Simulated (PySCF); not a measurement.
O₃Te, SMILES [Te+2]([O-])(=O)[O-].

Geometry optimised at PBE-D3(BJ)/def2-SVP. The def2 effective core potentials stand for the cores of Te; spin–orbit coupling is left out.

Two levels are set side by side: TDA-PBE/def2-SVPD (PySCF) and TDA-B3LYP/def2-SVPD (PySCF). Vertical, same geometry. The lowest singlet is HOMO→LUMO 100 % with PBE and HOMO→LUMO 99 % with the other functional; states are paired by order. Differences are taken from unrounded values.

```
quantity                              TDA-B3LYP  TDA-PBE  TDA-PBE minus TDA-B3LYP
------------------------------------  ---------  -------  -----------------------
lowest singlet excitation (eV)             2.73     2.38                    -0.35
lowest triplet excitation (TDA) (eV)       2.12     1.83                    -0.29
```

A lower first singlet is the usual sign of a functional without exact exchange. Differences between two approximate levels are no errors against the true value.

Rough cost on one machine, each run with all the roots and properties that it gave: TDA-B3LYP against TDA-PBE within a factor of 2.
